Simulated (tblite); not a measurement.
Start geometry of `[SiH2](OC(=S)C)C(C(C)=S)=C` from a force field or distance geometry (Å):
```
atom  x, y, z in Å
C1    -2.266   -1.124   -0.863
C2    -1.306   -0.625   -0.101
Si3    0.200   -1.694    0.101
O4     1.615   -0.818    0.497
C5     2.422   -0.143   -0.359
C6     3.480    0.783    0.146
S7     2.230   -0.332   -1.992
C8    -1.364    0.652    0.577
C9    -2.513    1.581    0.494
S10   -0.102    1.107    1.484
H11   -2.183   -2.091   -1.345
H12   -3.202   -0.592   -1.045
H13    0.304   -2.445   -1.151
H14   -0.064   -2.630    1.225
H15    4.324    0.136    0.440
H16    3.736    1.536   -0.585
H17    3.092    1.214    1.108
H18   -2.795    2.032    1.465
H19   -3.426    1.073    0.124
H20   -2.189    2.388   -0.224
```

Problem. What comes out of this run: GFN2-xTB geometry optimisation, gas phase (tblite)?

Solution. 
```
atom  x, y, z in Å
C1    -2.272   -1.167   -0.885
C2    -1.294   -0.786   -0.059
Si3    0.262   -1.845    0.208
O4     1.633   -0.923    0.336
C5     2.003    0.141   -0.332
C6     3.277    0.760    0.136
S7     1.135    0.750   -1.569
C8    -1.367    0.429    0.729
C9    -2.089    1.619    0.205
S10   -0.622    0.461    2.186
H11   -2.202   -2.083   -1.444
H12   -3.185   -0.606   -1.006
H13    0.407   -2.676   -0.984
H14    0.356   -2.524    1.486
H15    4.067    0.010    0.146
H16    3.556    1.589   -0.506
H17    3.147    1.115    1.159
H18   -2.001    2.453    0.897
H19   -3.144    1.391    0.054
H20   -1.671    1.902   -0.762
```

The energy falls by 0.708 eV over 144 L-BFGS steps, the largest force on an atom goes from 2.18 to 0.007 eV/Å, and the atoms move by 0.598 Å rms after alignment. The bond that changes most is Si3–O4 (oxygen-bound silicon to silyl ether oxygen), which shortens by 0.053 Å. Bonds longer at the end by more than 0.005 Å: 5 of 19; shorter: 11. Among the angles that change most is O4–Si3–H14, from 107.1° to 98.0°. Among the dihedrals that turn most is C2–C8–C9–H20, from -103° to -56°. Rotational constants go from 1232, 619.6, 515.2 to 1090, 677.5, 659.7 MHz. The orientation of the end geometry is arbitrary; only internal coordinates are fixed.

Its GFN2-xTB frequencies are all real (lowest 29 cm⁻¹). One conformer, not necessarily the lowest.

The numbers are calculated, not measured.
